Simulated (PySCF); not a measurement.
Geometries of 2 isomers of CH9PSi2, from PySCF, PBE0-D3(BJ)/def2-SVP geometry optimisation, gas phase. One conformer each, no zero-point energy, no frequencies.

Question: Which isomer lies lower at this level?
A.
```xyz
13
angstrom
C     -1.646    0.700   -0.656
Si    -0.759   -0.938   -0.373
Si     1.007   -0.641    1.142
P      2.496    0.928    0.437
H     -2.090    1.069    0.282
H     -0.945    1.462   -1.028
H     -2.453    0.586   -1.396
H     -1.714   -1.972    0.138
H     -0.177   -1.444   -1.658
H      0.490   -0.175    2.469
H      1.770   -1.909    1.365
H      2.529    0.439   -0.907
H      1.482    1.896    0.148
```
B.
```xyz
13
angstrom
Si    -2.204   -0.410   -0.275
C     -0.487   -0.827    0.378
Si     0.921    0.137   -0.413
P      2.894   -0.579    0.448
H     -2.514    1.032   -0.024
H     -3.246   -1.244    0.399
H     -2.273   -0.658   -1.748
H     -0.474   -0.647    1.467
H     -0.301   -1.905    0.229
H      0.965   -0.130   -1.884
H      0.709    1.605   -0.213
H      2.726    0.136    1.674
H      3.651    0.468   -0.162
```

Answer: A. That is `C[SiH2][SiH2]P`, 2.6 kcal/mol below the other.

| SMILES | atoms numbered as above | E (Eh) | relative (kcal/mol) | relative (kJ/mol) | dipole (D) |
| --- | --- | --- | --- | --- | --- |
| C[SiH2][SiH2]P | [CH3:1][SiH2:2][SiH2:3][PH2:4] | -963.12644 | 0.0 | 0.0 | 1.49 |
| [SiH3]C[SiH2]P | [SiH3:1][CH2:2][SiH2:3][PH2:4] | -963.12235 | 2.6 | 10.7 | 0.68 |

As drawn, the lower has an Si–Si bond, which the higher lacks.
